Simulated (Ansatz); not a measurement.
Single points on ReO3(OH) (ReO₄H).

```yaml
crystal:
  periodic: [false, false, false]
  atoms:
    - {symbol: Re, position_ang: [0.175631, 0.305710, 0.262734]}
    - {symbol: O, position_ang: [0.151170, 0.293726, 1.980543]}
    - {symbol: O, position_ang: [1.805164, 0.336121, -0.284785]}
    - {symbol: O, position_ang: [-0.595212, 1.732018, -0.309581]}
    - {symbol: O, position_ang: [-0.716053, -1.238790, -0.347763]}
    - {symbol: H, position_ang: [-0.820691, -1.428795, -1.301149]}
basis:
  gaussian: {orbitals: def2-TZVP, initial_orbitals: start.molden}
hamiltonian: {xc: hse06, dispersion: d4}
scf: {omitted_lower_state_checks: [starts]}
output: {orbitals: {seedname: orbitals}}
```

The file start.molden holds the orbitals of an earlier run on this structure, at another level or in another basis.

```sh
$ ansatz run in.yaml --threads 4 --pin off --events-out ev --progress --plain --max-ram 3916MiB
```

It prints (some lines left out):

```
Functional definition: HSE06
1043 factors; their error is unknown
79 factors; integrals over basis functions are off by at most 2.6e-7 eV
mean field evaluation 1: about -10332.6746 eV, gradient 4.7e-1 eV
mean field evaluation 2: about -10332.6749 eV, gradient 2.8e-4 eV
mean field evaluation 4: about -10332.7079 eV, gradient 4.1e-5 eV
mean field -10332.70794749 eV, -379.7200133094 hartree, gradient 4.2e-5 eV, S^2 0.000000; 0 other end points of the search recorded, 0 dependent functions left out
reference -10332.70798293 eV, -379.7200146116 hartree; 24, 24 occupied and 146, 146 virtual orbitals, 1043 factors
Total energy: -10332.82248619 eV, -379.7242225288 hartree
Checks for a lower state left out: starts
```

Run time 1.8 s (4 threads of Arm Neoverse V1 on a shared host).

Geometry: PBE-D4/def2-SVP.

In the def2 sets Re takes a core potential; there is no spin–orbit coupling. HSE06 is defined as in plane-wave codes, on full-range PBE exchange.
